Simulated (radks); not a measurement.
The numbers below are computed, except where a source is named.
Orbital eigenvalues (eV) of the argon ion Ar+, [Ne] 3s2 3p5, at several levels of relativity; Dirac values are averaged over j with weights 2j + 1. Spin-unpolarised spherical Kohn-Sham, PBE, point nucleus unless stated (finite: rms radius 3.4274 fm), a radial shooting solver on a logarithmic mesh with Libxc functionals. A level marked "c x" has the speed of light scaled by that factor and shares open shells by 2j + 1; other Dirac levels either fill j = l - 1/2 first or share by 2j + 1.

shell  non-rel.  Dirac, 2j+1 shares  Dirac, 2j+1 shares, finite nucleus  Dirac, c x 1.25  change of magnitude, last against first (%)
1s      -3120.8             -3134.2                             -3134.2          -3129.3                                        +0.27
2s      -308.62             -310.84                             -310.84          -310.04                                        +0.46
2p      -243.69             -243.77                             -243.77          -243.74                                        +0.02
3s      -36.454             -36.695                             -36.695          -36.607                                        +0.42
3p      -22.132             -22.117                             -22.117          -22.123                                        -0.04
